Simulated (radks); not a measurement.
Values are calculated unless marked as measured or tabulated.
Neutral silicon, 14 electrons, occupied as [Ne] 3s2 3p2 (the NIST ground configuration). Level of theory: scalar-relativistic Kohn-Sham, BLYP, spin-unpolarised, spherical densities, finite nucleus; Fermi nuclear charge, rms radius 3.1224 fm (a radial shooting solver on a logarithmic mesh with Libxc functionals).

Radial electron density D(r) = 4 pi r^2 rho(r):

```
   r/bohr * D(r) (the largest magnitude, 15.8, reaches the edge; | marks zero)
 0.009787 |     *
  0.01112 |      *
  0.01254 |        *
  0.01425 |          *
   0.0162 |            *
  0.01841 |               *
  0.02076 |                  *
   0.0236 |                      *
  0.02682 |                          *
  0.03048 |                              *
  0.03437 |                                  *
  0.03906 |                                       *
  0.04439 |                                           *
  0.05045 |                                                *
  0.05689 |                                                   *
  0.06466 |                                                     *
  0.07348 |                                                      *
  0.08352 |                                                     *
  0.09417 |                                                   *
    0.107 |                                                *
   0.1216 |                                            *
   0.1383 |                                       *
   0.1559 |                                    *
   0.1772 |                                 *
   0.2014 |                                 *
   0.2289 |                                  *
    0.258 |                                      *
   0.2933 |                                          *
   0.3333 |                                              *
   0.3788 |                                                *
   0.4271 |                                                 *
   0.4855 |                                              *
   0.5517 |                                        *
   0.6271 |                                 *
    0.707 |                         *
   0.8036 |                  *
   0.9133 |            *
    1.038 |        *
     1.17 |      *
     1.33 |     *
    1.512 |     *
    1.718 |     *
    1.937 |     *
    2.202 |     *
    2.503 |    *
    2.844 |   *
    3.207 |  *
    3.645 | *
    4.143 |*
    4.708 |*
    5.309 *
    6.033 *
    6.857 *
    7.794 *
    8.787 *
    9.987 *
```

D(r) has 3 maxima, at r = 0.0747, 0.404, 1.82 bohr, and minima at 0.195, 1.37 bohr, inside which lie 2.20, 10.39 electrons.
